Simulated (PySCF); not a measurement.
Basis and Hamiltonian dependence of the excitation energy of He⁺

He⁺ 1s1 (2S) → He⁺ 2p1 (2P). All values are computed (PySCF 2.14, energy differences of UHF-based or UKS calculations, no spin-orbit coupling). Values in eV.

```tsv
basis	Hamiltonian	functions	UHF	LDA	PBE0
aug-cc-pVDZ	non-relativistic	9	41.689	39.921	40.952
dyall-av2z	non-relativistic	13	42.530	40.740	41.729
x2c-TZVPPall with one added diffuse shell each of s, p type	spin-free X2C	18	41.144	39.378	40.457
aug-cc-pVTZ	non-relativistic	23	41.258	39.494	40.564
aug-cc-pVTZ-DK	spin-free X2C	23	41.261	39.497	40.567
dyall-acv3z	non-relativistic	29	41.372	39.595	40.659
dyall-av3z	spin-free X2C	29	41.374	39.597	40.662
dyall-av3z	non-relativistic	29	41.372	39.595	40.659
x2c-QZVPPall	spin-free X2C	30	48.917	47.090	47.869
aug-cc-pVTZ with one added diffuse shell each of s, p, d type	non-relativistic	32	40.828	39.069	40.186
def2-QZVPPD	non-relativistic	33	41.009	39.240	40.338
x2c-QZVPPall with one added diffuse shell each of s, p, d type	spin-free X2C	39	41.138	39.366	40.450
aug-cc-pVQZ-DK	spin-free X2C	46	41.008	39.235	40.334
aug-cc-pVQZ	non-relativistic	46	41.006	39.233	40.331
```

At PBE0, aug-cc-pVDZ, dyall-av2z, x2c-QZVPPall, aug-cc-pVTZ with one added diffuse shell each of s, p, d type lie more than 0.3 eV from the median of the rows with comparable relativity. Of these, x2c-QZVPPall has no diffuse functions of the l that the added or promoted electron needs.

Reference for a calculation without spin-orbit coupling: 40.814 eV (measured, between term centres; NIST).
